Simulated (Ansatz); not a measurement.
`F[SiH2][GeH]([F])[Cl]` + `C[SiH2]O` → `C[SiH2]O[SiH2]F` + `[F][GeH2][Cl]`  (cleavage of the Si–Ge bond)

Gas-phase electronic energies from Ansatz, PBE0-D4/def2-TZVP geometries. CCSD(T)/CBS is the MP2 limit (def2-TZVPP, def2-QZVPP) plus CCSD(T) − MP2 in def2-TZVPP, frozen cores. This one scheme is used for every species. For Ge outer-core shells are correlated without core-valence functions, which leaves a few kJ/mol of doubt a bond. Scalar relativity is left out up to krypton. Each species was taken in one conformer, which may not be the lowest.

`F[SiH2][GeH]([F])[Cl]`:

Z-matrix (Å, degrees):
```
Si
Ge 1 2.397
F 1 1.595 2 108.2
H 1 1.482 2 109.1 3 118.7
H 1 1.482 2 110.2 3 -119.2
Cl 2 2.145 1 109.1 3 -49.8
F 2 1.738 1 108.2 3 64.9
H 2 1.537 1 119.5 3 -174.1
```

`C[SiH2]O`:

Z-matrix (Å, degrees):
```
C
Si 1 1.863
H 1 1.093 2 111.0
H 1 1.094 2 110.2 3 119.8
H 1 1.093 2 111.5 3 -120.7
O 2 1.652 1 112.6 3 57.7
H 2 1.492 1 108.9 3 -179.5
H 2 1.483 1 110.6 3 -59.4
H 6 0.957 2 117.7 1 68.6
```

`C[SiH2]O[SiH2]F`:

Cartesian coordinates in Å:
```
C -0.868 1.636 0.563
Si 0.143 0.194 1.152
O 0.885 -0.543 -0.122
Si 0.721 -1.530 -1.388
F -0.424 -0.976 -2.352
H -0.239 2.372 0.057
H -1.641 1.308 -0.136
H -1.357 2.128 1.407
H -0.719 -0.802 1.845
H 1.216 0.633 2.080
H 1.984 -1.541 -2.153
H 0.298 -2.880 -0.952
```

`[F][GeH2][Cl]`:

Z-matrix (Å, degrees):
```
Ge
F 1 1.730
Cl 1 2.133 2 106.4
H 1 1.528 2 107.1 3 -116.6
H 1 1.528 2 107.1 3 116.6
```

```
                species  MP2/CBS(def2) energy (Eh)
`F[SiH2][GeH]([F])[Cl]`                -3026.42548
             `C[SiH2]O`                 -405.91561
      `C[SiH2]O[SiH2]F`                 -795.48560
        `[F][GeH2][Cl]`                -2636.90805
```

Problem. Work out ΔE.

Solution. ΔE = (-795.48560) + (-2636.90805) − (-3026.42548) − (-405.91561) = -0.05256 Eh = -1.43 eV. CCSD(T)/CBS gives -1.38 eV.

Largest T1 diagnostic among the species: 0.012.

In def2-TZVPP, CCSD(T) changes the Hartree–Fock value by +0.23 eV (the triples alone add +0.03 eV) and MP2 by +0.18 eV. From PBE to PBE0 (25 % exact exchange), in def2-TZVPP and without D4, ΔE moves by −0.12 eV.
